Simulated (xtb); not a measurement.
xtb input (GFN2-xTB):

```bash
xtb mol.xyz --gfn 2 --sp --chrg 0 --uhf 0
```
mol.xyz:
```
3

Ni    -0.00000000    -0.00000000    -0.77874125
O      0.00000000     0.00000000     2.04940544
C      0.00000000     0.00000000     0.90158524
```

End of the output:

```
         :::::::::::::::::::::::::::::::::::::::::::::::::::::
         ::                     SUMMARY                     ::
         :::::::::::::::::::::::::::::::::::::::::::::::::::::
         :: total energy             -10.910393807502 Eh    ::
         :: gradient norm              0.034161522925 Eh/a0 ::
         :: HOMO-LUMO gap              2.275478486142 eV    ::
         ::.................................................::
         :: SCC energy               -10.989392890239 Eh    ::
         :: -> isotropic ES            0.019884168023 Eh    ::
         :: -> anisotropic ES          0.000187519606 Eh    ::
         :: -> anisotropic XC         -0.038128120633 Eh    ::
         :: -> dispersion             -0.001206483273 Eh    ::
         :: repulsion energy           0.078999082737 Eh    ::
         :: add. restraining           0.000000000000 Eh    ::
         :: total charge              -0.000000000000 e     ::
         :::::::::::::::::::::::::::::::::::::::::::::::::::::

           -------------------------------------------------
          |                Property Printout                |
           -------------------------------------------------

    * Orbital Energies and Occupations

         #    Occupation            Energy/Eh            Energy/eV
      -------------------------------------------------------------
         1        2.0000           -0.7838542             -21.3298
         2        2.0000           -0.6534573             -17.7815
         3        2.0000           -0.6034420             -16.4205
         4        2.0000           -0.6034420             -16.4205
         5        2.0000           -0.5366516             -14.6030
         6        2.0000           -0.4030438             -10.9674
         7        2.0000           -0.4030438             -10.9674
         8        2.0000           -0.3896627             -10.6033
         9        2.0000           -0.3896627             -10.6033
        10        2.0000           -0.3726526             -10.1404 (HOMO)
        11                         -0.2890304              -7.8649 (LUMO)
Note: The following floating-point exceptions are signalling: IEEE_DENORMAL
normal termination of xtb
        12                         -0.2890304              -7.8649
        13                         -0.0928415              -2.5263
        14                          0.0452449               1.2312
        15                          0.0452449               1.2312
        16                          0.6684517              18.1895
        17                          0.8252521              22.4563
      -------------------------------------------------------------
                  HL-Gap            0.0836223 Eh            2.2755 eV
             Fermi-level           -0.3308415 Eh           -9.0027 eV

     #   Z          covCN         q      C6AA      α(0)
     1  28 Ni       0.889    -0.162   274.790    38.780
     2   8 O        0.856    -0.085    16.291     5.411
     3   6 C        1.744     0.247    25.554     8.177

 Mol. C6AA /au·bohr⁶  :        636.676612
 Mol. C8AA /au·bohr⁸  :      37870.178411
 Mol. α(0) /au        :         52.368042

Wiberg/Mayer (AO) data.
largest (>0.10) Wiberg bond orders for each atom

 ---------------------------------------------------------------------------
     #   Z sym  total        # sym  WBO       # sym  WBO       # sym  WBO
 ---------------------------------------------------------------------------
     1  28 Ni   1.864 --     3 C    1.500     2 O    0.364
     2   8 O    2.576 --     3 C    2.212     1 Ni   0.364
     3   6 C    3.712 --     2 O    2.212     1 Ni   1.500
 ---------------------------------------------------------------------------

Topologies differ in total number of bonds
Writing topology from bond orders to xtbtopo.mol

molecular dipole:
                 x           y           z       tot (Debye)
 q only:        0.000       0.000       0.331
   full:       -0.000       0.000      -1.236       3.141
molecular quadrupole (traceless):
                xx          xy          yy          xz          yz          zz
 q only:        0.452       0.000       0.452       0.000       0.000      -0.904
  q+dip:       -2.239       0.000      -2.239       0.000       0.000       4.478
   full:       -1.022       0.000      -1.022       0.000       0.000       2.044

           -------------------------------------------------
          | TOTAL ENERGY              -10.910393807502 Eh   |
          | GRADIENT NORM               0.034161522925 Eh/α |
          | HOMO-LUMO GAP               2.275478486142 eV   |
           -------------------------------------------------

------------------------------------------------------------------------
------------------------------------------------------------------------
 total:
 SCF:
```
